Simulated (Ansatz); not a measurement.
Cost and result for the atomization energy of AlH5O2PSb, SMILES `[OH][SbH][Al]([OH])[PH2]` (10 atoms, 9 bonds).

Z-matrix (Å, degrees):
```
Sb
Al 1 2.684
O 1 1.984 2 95.1
H 1 1.726 2 86.9 3 -97.1
P 2 2.329 1 121.7 3 -6.4
O 2 1.697 1 123.2 3 177.5
H 3 0.960 1 112.4 2 -38.5
H 5 1.423 2 93.1 1 34.5
H 5 1.423 2 91.1 1 128.4
H 6 0.955 2 125.5 1 -0.8
```

Total charge 0; spin multiplicity 1. Correlated methods include outer-core shells of Sb, which these sets cover unevenly. Sb: def2 effective core potential. All single points use the PBE0-D4/def2-TZVP geometry. It is one conformer, not always the lowest. Program: Ansatz. All runs use 4 threads of an Arm Neoverse V1 on a shared host. Times are those of one run each, without the atoms' runs, and a repeat can differ threefold. Electronic energies, without spin–orbit coupling; frozen cores. CCSD(T)/CBS adds CCSD(T) − MP2 in def2-TZVPP to the MP2 limit, and its time is that of the two runs behind it. T1 = 0.015. With those shells the extrapolation isn't a true limit. B3LYP takes the VWN-RPA correlation (the form of Gaussian; ORCA's B3LYP/G).

CCSD(T)/CBS is a level of theory with its own doubt, some kJ/mol a heavy atom from the limit and from the frozen cores, so smaller differences don't rank the functionals.

```tsv
level	functions	wall time
LDA (SPW92)/def2-TZVPP	266	1.7 s
revPBE-D4/def2-TZVPP	266	2.8 s
PBE0-D4/def2-TZVPP	266	4.7 s
BHLYP-D4/def2-TZVPP	266	4.8 s
r2SCAN-D4/def2-TZVPP (with forces)	266	7 s
B3LYP-D4/def2-TZVPP (with forces)	266	7 s
r2SCANh-D4/def2-TZVPP	266	8 s
B2PLYP/def2-TZVPP	266	8 s
CCSD(T)/def2-SVP	115	11 s
ωB97X-V/def2-TZVPP	266	12 s
MP2/def2-QZVPP	486	32 s
CCSD(T)/def2-TZVPP	266	6.4 min
CCSD(T)/CBS(def2)	–	6.9 min
```

Q: What atomization energy does each give, and how far from CCSD(T)/CBS? (Best estimate.)

A: The calculation gave: 
```json
{"level": "LDA (SPW92)/def2-TZVPP", "atomization (kcal/mol)": "837.8", "difference from CCSD(T)/CBS": "115.2", "per bond": "12.8"}
{"level": "revPBE-D4/def2-TZVPP", "atomization (kcal/mol)": "708.7", "difference from CCSD(T)/CBS": "-13.9", "per bond": "-1.5"}
{"level": "PBE0-D4/def2-TZVPP", "atomization (kcal/mol)": "707.6", "difference from CCSD(T)/CBS": "-15.0", "per bond": "-1.7"}
{"level": "BHLYP-D4/def2-TZVPP", "atomization (kcal/mol)": "688.1", "difference from CCSD(T)/CBS": "-34.5", "per bond": "-3.8"}
{"level": "r2SCAN-D4/def2-TZVPP (with forces)", "atomization (kcal/mol)": "717.8", "difference from CCSD(T)/CBS": "-4.8", "per bond": "-0.5"}
{"level": "B3LYP-D4/def2-TZVPP (with forces)", "atomization (kcal/mol)": "718.7", "difference from CCSD(T)/CBS": "-3.9", "per bond": "-0.4"}
{"level": "r2SCANh-D4/def2-TZVPP", "atomization (kcal/mol)": "709.4", "difference from CCSD(T)/CBS": "-13.2", "per bond": "-1.5"}
{"level": "B2PLYP/def2-TZVPP", "atomization (kcal/mol)": "705.6", "difference from CCSD(T)/CBS": "-17.0", "per bond": "-1.9"}
{"level": "CCSD(T)/def2-SVP", "atomization (kcal/mol)": "638.2", "difference from CCSD(T)/CBS": "-84.4", "per bond": "-9.4"}
{"level": "ωB97X-V/def2-TZVPP", "atomization (kcal/mol)": "726.2", "difference from CCSD(T)/CBS": "3.6", "per bond": "0.4"}
{"level": "MP2/def2-QZVPP", "atomization (kcal/mol)": "717.3", "difference from CCSD(T)/CBS": "-5.3", "per bond": "-0.6"}
{"level": "CCSD(T)/def2-TZVPP", "atomization (kcal/mol)": "692.2", "difference from CCSD(T)/CBS": "-30.4", "per bond": "-3.4"}
{"level": "CCSD(T)/CBS(def2)", "atomization (kcal/mol)": "722.6", "difference from CCSD(T)/CBS": "0.0", "per bond": "0.0"}
```

At CCSD(T), def2-SVP lies −84.4 kcal/mol from the extrapolated value and def2-TZVPP −30.4 kcal/mol: correlation converges slowly with the basis, and small sets miss more of it in the bonded molecule than in its fragments. From PBE to PBE0 (25 % exact exchange), in def2-TZVPP and without D4, the atomization energy moves by −21.7 kcal/mol: exact exchange takes away binding that semilocal exchange gives to molecules. In def2-TZVPP, CCSD(T) changes the Hartree–Fock value by +231.7 kcal/mol (the triples alone add +15.0 kcal/mol) and MP2 by +238.5 kcal/mol; breaking electron pairs costs correlation energy, which Hartree–Fock lacks.
